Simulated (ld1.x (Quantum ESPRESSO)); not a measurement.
An all-electron radial function and its pseudo partner (B)

Columns: radius, all-electron u(r) and pseudo u(r) of the 2p shell (level -3.57 eV) of boron in the configuration [He] 2s2 2p1; revPBE, non-relativistic, PAW scheme, ld1.x (Quantum ESPRESSO) 7.5.

```
r (bohr)  all-electron  pseudo
   0.138        0.0469  0.0091
   0.275        0.1389  0.0356
   0.413        0.2393  0.0779
   0.550        0.3316  0.1328
   0.688        0.4114  0.1972
   0.825        0.4768  0.2662
   0.963        0.5308  0.3364
   1.100        0.5717  0.4029
   1.238        0.6005  0.4630
   1.375        0.6182  0.5131
   1.513        0.6267  0.5519
   1.650        0.6272  0.5782
   1.788        0.6213  0.5925
   1.925        0.6103  0.5956
   2.062        0.5953  0.5894
   2.200        0.5773  0.5757
   2.338        0.5569  0.5570
   2.475        0.5352  0.5355
   2.613        0.5124  0.5125
   2.750        0.4892  0.4892
   2.888        0.4658  0.4658
   3.025        0.4427  0.4427
   3.162        0.4201  0.4201
   3.300        0.3979  0.3979
   3.438        0.3764  0.3764
   3.575        0.3559  0.3559
```

**Question.** How many radial nodes do the two functions have?

**Answer.** The all-electron 2p function has n − l − 1 = 0; the pseudo-wave has 0.

**Question.** At about which radius was the pseudo-wave matched?

**Answer.** 2.75 bohr. The columns agree to 0.0005 from 2.34 bohr on; several derivatives are matched, so the curves merge somewhat inside the radius.

**Question.** Is the pseudo-wave norm-conserving?

**Answer.** No, it belongs to a PAW set: the norm inside the radius is not constrained, and the difference is carried by the augmentation charge.
